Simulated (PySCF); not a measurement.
**Vibration and rotation of KGa**

UHF-CCSD(T) constants of KGa, ³Π (triplet), unpaired electrons σ ↑, π ↑ (K pcseg-1, Ga pcseg-1; no relativity (PySCF 2.14); masses 38.9637 and 68.9256 u):

| Quantity | Value |
| --- | --- |
| ωe | 113.1 cm⁻¹ |
| ωexe | 0.559 cm⁻¹ |
| Be | 0.058326 cm⁻¹ |
| αe | 0.000376 cm⁻¹ |
| D (centrifugal) | 6.2e-08 cm⁻¹ |
| De to K + Ga | 0.481 eV |

Task: Give the vibrational terms G(v) and spacings up to v = 6.

Result: G(v) = ωe(v+½) − ωexe(v+½)².

```json
{"v": "0", "G(v) (cm⁻¹)": "56.4", "G(v) − G(v−1)": "", "Bv (cm⁻¹)": "0.05814"}
{"v": "1", "G(v) (cm⁻¹)": "168.4", "G(v) − G(v−1)": "112.0", "Bv (cm⁻¹)": "0.05776"}
{"v": "2", "G(v) (cm⁻¹)": "279.3", "G(v) − G(v−1)": "110.9", "Bv (cm⁻¹)": "0.05739"}
{"v": "3", "G(v) (cm⁻¹)": "389.0", "G(v) − G(v−1)": "109.7", "Bv (cm⁻¹)": "0.05701"}
{"v": "4", "G(v) (cm⁻¹)": "497.6", "G(v) − G(v−1)": "108.6", "Bv (cm⁻¹)": "0.05663"}
{"v": "5", "G(v) (cm⁻¹)": "605.1", "G(v) − G(v−1)": "107.5", "Bv (cm⁻¹)": "0.05626"}
{"v": "6", "G(v) (cm⁻¹)": "711.5", "G(v) − G(v−1)": "106.4", "Bv (cm⁻¹)": "0.05588"}
```

Task: How well does the Morse estimate ωe²/(4ωexe) reproduce De, and what is D0?

Result: It gives 0.709 eV, 147 % of the computed De. D0 = De − G(0) = 0.481 − 0.007 = 0.474 eV.

Correlated steps freeze 14 core orbitals. Correlated levels converge slowly with the basis: in double zeta they bind strong bonds too weakly, by up to about 1 eV, and carry superposition errors of some tenths. Spin–orbit coupling is left out. The state is the lowest determinant that a PBE0 search found; another state may lie lower at other levels.
